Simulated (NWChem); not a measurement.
System: HTeBr; SMILES Br[TeH]

Program: NWChem. Medium grid unless said otherwise, to which SCAN and Minnesota functionals are sensitive. Structure relaxed at the PBE0/def2-SVP level. def2 effective core potentials on Te; no spin-orbit coupling.

Question: Order these by “orbital gap (eV)”, lowest first: M05-2X/def2-SVP; BLYP/def2-SVP; B97-2/def2-SVP; MN15-L/def2-SVP.

Answer: BLYP/def2-SVP (1.79), MN15-L/def2-SVP (2.42), B97-2/def2-SVP (3.46), M05-2X/def2-SVP (5.95)
